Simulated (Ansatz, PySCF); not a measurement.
Gas-phase reaction (SMILES): COCC[SiH3] [2-methoxyethylsilane] + 2 C (CH4) + O (H2O) → CC (C2H6) [ethane] + 2 CO (CH4O) [methanol] + C[SiH3] [methylsilane]; bond separation energy.

Structures are relaxed separately at B3LYP-D3(BJ)/def2-TZVP in Ansatz (a program for electronic structure), one conformer each, not searched for the lowest. Correlated levels leave the core frozen unless marked. Spin-orbit coupling is left out. Non-relativistic. CBS(X,Y): correlation extrapolated as X^-3; Hartree-Fock from the larger set. The bracket is a focal-point correction in the basis named. Thermal terms are rigid-rotor harmonic-oscillator values from B3LYP-D3(BJ) frequencies (Ansatz or PySCF) at 298.15 K and 1 atm. 1 Eh = 627.5095 kcal/mol.

| species | E, RI-MP2/CBS(cc-pV(T+d)Z,cc-pV(Q+d)Z)+[CCSD(T)-MP2]/cc-pV(T+d)Z (Ansatz) (Eh) | E, B3LYP-D3(BJ)/def2-TZVPD (Ansatz + dftd3) (Eh) | H - E (Eh) |
|---|---|---|---|
| COCC[SiH3] | -484.39976 | -485.16756 | 0.13161 |
| C (CH4) | -40.46125 | -40.53958 | 0.04840 |
| CC (C2H6) | -79.71807 | -79.86964 | 0.07887 |
| CO (CH4O) | -115.61425 | -115.78119 | 0.05533 |
| C[SiH3] | -330.73641 | -331.26788 | 0.06602 |
| O (H2O) | -76.37659 | -76.46738 | 0.02495 |

### Question
Work out ΔE and ΔH at 298.15 K at the first level, then ΔH at the second.

### Answer

1. ΔE = [(-79.71807) + 2×(-115.61425) + (-330.73641)] - [(-484.39976) + 2×(-40.46125) + (-76.37659)] = 0.01587 Eh = 10.0 kcal/mol at RI-MP2/CBS(cc-pV(T+d)Z,cc-pV(Q+d)Z)+[CCSD(T)-MP2]/cc-pV(T+d)Z.
2. The terms H - E add up to 0.00219 Eh, so ΔH = (0.01587 + (0.00219))×627.5095 = 11.3 kcal/mol.
3. At B3LYP-D3(BJ)/def2-TZVPD the same steps give ΔE = 8.9 and ΔH = 10.3 kcal/mol, a shift of -1.0 from the first level.
4. These values are not checked against measurement here, since the tables used lack a sound gas-phase enthalpy of formation for at least one species.
